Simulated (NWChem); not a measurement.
System: SiBr2, singlet; SMILES Br[Si]Br

Low-valent species are run as closed-shell singlets; no triplet was tried in these runs. This build's default masses of Se (78.918 u) and Br (79.917 u) are each other's, which moves their modes by up to 0.6 %.

Give the equilibrium geometry at PBE-D3(BJ)/def2-SVP (NWChem) as a list of bonds and angles, with the point group.

point group C2v; any orientation.
Bonded distances (Å): Si1–Br2 2.278, Si1–Br3 2.278. Bond angles (°): Br2–Si1–Br3 102.6.
